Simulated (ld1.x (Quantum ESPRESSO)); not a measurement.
# Before and after: PAW potential for carbon

* Element: carbon (C)
* Generator: ld1.x (Quantum ESPRESSO) 7.5
* Type: PAW
* Functional: PBE
* Relativity: scalar-relativistic
* Frozen core: [He]
* Valence charge: 4
* Reference configuration: 2s1.5 2p2.5
* Partial waves: 2s (bound): rcut 1.05, rcutus 1.20 bohr; 2s channel at -0.7 Ry: rcut 1.05, rcutus 1.20 bohr; 2p (bound): rcut 2.45, rcutus 2.90 bohr; 2p channel at 0.05 Ry: rcut 2.45, rcutus 2.90 bohr; 3d channel at 0.25 Ry: rcut 2.80, rcutus 3.00 bohr; 3d channel at 0.95 Ry: rcut 2.80, rcutus 3.00 bohr
* Local potential: all-electron potential smoothed inside 1.35 bohr (lloc = -1)
* Core correction: a·sin(br)/r model core, default radius (ld1.x builds one for every PAW set, though the input has nlcc=.false.)
* Augmentation charge: BESSEL, radius 1.15 bohr

All-electron outer shells of the reference configuration (PBE, scalar-relativistic, ld1.x):

| shell | level (eV) | outermost node (bohr) | outermost maximum (bohr) |
| --- | --- | --- | --- |
| 1s | -273.88 | – | 0.17 |
| 2s | -13.98 | 0.38 | 1.22 |
| 2p | -5.51 | – | 1.20 |

Change: augmentation PSQ, inside the norm-conserving radii.

Cutoffs: the cutoffs (Ry, on a coarse ladder) from which the occupation-weighted sum of valence levels, in a spherical-Bessel basis at the reference potential, stays within 10 and 1 mRy of its value at 400 Ry; they do not see the model core or the augmentation charge, which bear on the density cutoff. Errors are all-electron minus pseudo energies relative to the spin-unpolarised reference configuration.

Problem. How do hardness, ghosts and transferability respond?

Solution. The potential gets neither clearly harder nor softer (8 Ry and 21 Ry → 8 Ry and 21 Ry); of the 7 tests that both files solve, the error grows in 0 and shrinks in 7 by more than 15 % and 0.3 meV (median size 101.2 → 3.8 meV); neither file shows a bound ghost.

```tsv
quantity	base	changed
cutoff, loose	8 Ry	8 Ry
cutoff, tight	21 Ry	21 Ry
bound ghosts	none	none
error for 2s2 2p2, meV [ΔE -4.24 eV]	+22	+0.8
error for 2s2 2p1, meV [ΔE 6.63 eV]	+445	-7.2
error for 2s2 2p0, meV [ΔE 30.78 eV]	+688	-3.8
error for 2s1 2p2, meV [ΔE 15.38 eV]	+101	-21
error for 2s1 2p3, meV [ΔE 4.24 eV]	+17	+0.2
error for 2s0 2p4, meV [ΔE 12.74 eV]	+78	-1.8
error for 2s1 2p0, meV [ΔE 78.98 eV]	+490	-31
s: phases at 3.25 bohr within 0.05 rad from the reference energy up to (Ry; the scan ends near 5)	4.9	4.9
p: phases at 3.25 bohr within 0.05 rad from the reference energy up to (Ry; the scan ends near 5)	0.5	0.5
d: phases at 3.25 bohr within 0.05 rad from the reference energy up to (Ry; the scan ends near 5)	2.8	2.8
lowest overlap eigenvalue by channel	s 0.55, p 0.25, d 0.91	s 0.55, p 0.25, d 0.91
```
